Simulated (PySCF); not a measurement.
Problem. Give a PBE0-D3(BJ)/def2-SVP geometry of `C#[N+][Al@@H-]([CH3])[Br]`.

Solution. 
```xyz
10
C2H5AlBrN angstrom
C      1.856    1.452    1.075
N      0.933    1.074    0.508
Al    -0.841    0.407   -0.323
C     -0.424   -1.469   -0.691
Br    -2.113    0.781    1.568
H      2.717    1.818    1.618
H     -1.011    1.495   -1.470
H      0.372   -1.587   -1.444
H     -0.121   -2.009    0.220
H     -1.318   -1.983   -1.084
```

Orientation and origin are arbitrary. Atoms count from 1 in this order. Al3 (aluminium bonded to Br, C, N and H) has angles from 95.2° to 122.9°.

Bonds between heavy atoms (Å): C1≡N2 1.147, N2–Al3 2.069, Al3–C4 1.957, Al3–Br5 2.310.

The calculation used PBE0-D3(BJ)/def2-SVP geometry optimisation, gas phase (PySCF 2.14.0).

Point group: C1 (no symmetry element, even within 0.4 Å). PBE0-D3(BJ)/def2-SVP frequencies: not computed here.

***

What does the PBE0-D3(BJ)/def2-SVP structure of InChI=1S/CHClF4Si/c2-1(3)7(4,5)6/h1H/t1-/m0/s1 look like in three dimensions?

Z-matrix in Å and degrees, rows numbered from 1:
```
F 
C   1  1.3562
Cl  2  1.7820  1  110.58
Si  2  1.8815  1  110.19  3  -119.29
F   4  1.5961  2  109.82  1  -178.47
F   4  1.5937  2  111.43  1    60.21
F   4  1.5980  2  109.78  1   -59.87
H   2  1.1024  1  108.96  3   116.69
```

Si4 (fluorine-bound silicon) is tetrahedral (angles from 108.0° to 111.4°).

Method: PySCF 2.14.0, PBE0-D3(BJ)/def2-SVP geometry optimisation, gas phase.

Point group: C1 (no symmetry element, even within 0.4 Å). No PBE0-D3(BJ)/def2-SVP frequencies stand behind this structure, so it isn't proved a minimum.

Time: 61 s wall; peak memory 0.45 GiB. Hardware: Arm Neoverse V1, one thread, shared host with 32 logical CPUs at a one-minute load of 20. This is the geometry optimisation.
